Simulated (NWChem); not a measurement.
Molecule: C3H10Si; SMILES C[SiH](C)C

```xyz
14

Si     0.0000     0.0000     0.3777
C     -1.7019     0.5401    -0.2230
C      1.3187     1.2039    -0.2230
C      0.3832    -1.7440    -0.2230
H      0.0000     0.0000     1.8793
H     -1.7452     0.5538    -1.3241
H     -2.4865    -0.1443     0.1365
H     -1.9480     1.5517     0.1365
H      2.3178     0.9112     0.1365
H      1.3522     1.2345    -1.3241
H      1.1183     2.2255     0.1365
H      0.3930    -1.7883    -1.3241
H     -0.3698    -2.4629     0.1365
H      1.3682    -2.0812     0.1365
```
Atoms are numbered in this order, from 1.

Program: NWChem. Pople sets run with spherical d functions. The geometry was optimised at PBE0/def2-SVP. Total energies compare along this basis series because the functional is fixed.

| level | basis functions | energy (Ha) | highest occupied level (eV) | orbital gap (eV) | dipole (D) |
|---|---|---|---|---|---|
| Hartree-Fock/STO-3G | 34 | -403.6962 | -10.14 | 24.05 | 0.10 |
| Hartree-Fock/3-21G | 60 | -406.2032 | -11.61 | 17.81 | 0.55 |
| Hartree-Fock/6-31G* | 80 | -408.3633 | -11.66 | 17.17 | 0.54 |
| Hartree-Fock/6-31+G* | 96 | -408.3662 | -11.75 | 13.26 | 0.53 |
| Hartree-Fock/6-311G** | 140 | -408.4236 | -11.73 | … | 0.52 |
| Hartree-Fock/6-311++G** | 166 | -408.4245 | -11.73 | 12.80 | 0.51 |
| Hartree-Fock/def2-TZVPD | 244 | -408.4430 | -11.71 | 13.67 | 0.54 |

Q: Some entries are withheld; supply them.

A: 
- Hartree-Fock/6-311G**, orbital gap (eV): 15.58
